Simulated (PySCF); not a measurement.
Computed structure and properties of Hg2Br2

System: Hg2Br2 (singlet); start: displaced along the imaginary mode (C2v). Method: PySCF 2.14.0, RKS B3LYP, Hg def2-SVP with ECP60, Br def2-SVP; non-relativistic Hamiltonian with scalar-relativistic core potentials where named; density fitting; no spin-orbit coupling.

Input of the relaxation:

```python
mol = gto.M(atom='''
Hg     0.00000     0.00000     1.99712
Hg    -0.00000    -0.00000    -2.19249
Br     1.90102    -0.00000     0.25000
Br    -1.90102     0.00000     0.25000''',
    basis={'Hg': 'def2-SVP', 'Br': 'def2-SVP'},
    ecp={'Hg': 'def2-SVP'},
    charge=0, spin=0)
mf = dft.RKS(mol, xc='B3LYP')
mf.grids.atom_grid = (50, 194)
mf = mf.density_fit()  # fitting sets: Hg def2-universal-JKFIT, Br def2-universal-JKFIT
mf.conv_tol = 1e-08; mf.max_cycle = 55
mf.kernel(dm0)  # dm0: converged density of the start geometry
# quasi-Newton relaxation in Cartesian coordinates to a largest gradient under 0.00045 Eh/bohr, steps kept in the point group
```

Run from Python with OMP_NUM_THREADS=2; the lines above give its settings. Where DIIS fails, smearing, a level shift and second-order steps follow.
It took 80 s on 2 threads of Arm Neoverse V1, with other jobs on the host, from the converged density of the start.

Course of the relaxation:

```csv
step,energy above end (eV),largest force component within the symmetry (eV/Å)
0,1.6453,0.512
1,1.5965,0.385
2,1.3444,1.214
3,1.1161,1.751
4,0.9606,1.646
5,0.6038,1.352
6,0.2555,0.532
7,0.0707,0.459
8,0.0105,0.306
9,0.0009,0.043
10,0.0001,0.009
11,0.0000,0.002
```

Relaxed geometry (C2v):

```xyz
4

Hg    0.0000    0.0000    1.1851
Hg    0.0000    0.0000   -3.2746
Br    2.4434    0.0000    1.1971
Br   -2.4434    0.0000    1.1971
```

```csv
contact,Å
Hg1–Br3 (Br),2.443
Hg1–Br4 (Br),2.443
```

On the finer grid (75, 302):

```yaml
HOMO: -7.60 eV
LUMO: -2.98 eV
Dipole_about_the_centre_of_mass: 0.23 D
Set_of_Mulliken_populations_of_Hg1_outside_the_core_potential: s 3.17, p 6.39, d 9.96, f 0.01
D3_BJ_dispersion_energy_not_in_the_energies: -0.261 eV
```

| atom | Mulliken (e) | Löwdin (e) | spin (e) |
| --- | --- | --- | --- |
| Hg1 | 0.47 | 0.12 | 0.00 |
| Hg2 | 0.01 | 0.01 | 0.00 |
| Br3 | -0.24 | -0.07 | 0.00 |
| Br4 | -0.24 | -0.07 | 0.00 |

On the grid (50, 194), as all that follows. Harmonic modes: a minimum within the noise of the softest modes; lowest -23 cm⁻¹ (negative: unstable), highest 266 cm⁻¹, zero-point energy 0.036 eV.

Taking off one Br (charge -1, singlet; the rest: singlet) in vacuum, both parts rigid, costs 8.92 eV; the small basis without counterpoise inflates it. Most of it is the attraction of opposite charges; other ways to part are cheaper, and one spin state was tried for the rest.

Rigid scan of Br along the line from its metal:

```tsv
distance to Br3 (Å)	energy (eV)
2.14	0.864
2.24	0.328
2.34	0.070
2.44	0.000
2.54	0.052
2.64	0.184
2.84	0.571
3.14	1.238
3.54	2.028
4.04	2.737
```

One start shape was tried, so this needn't be the lowest isomer.
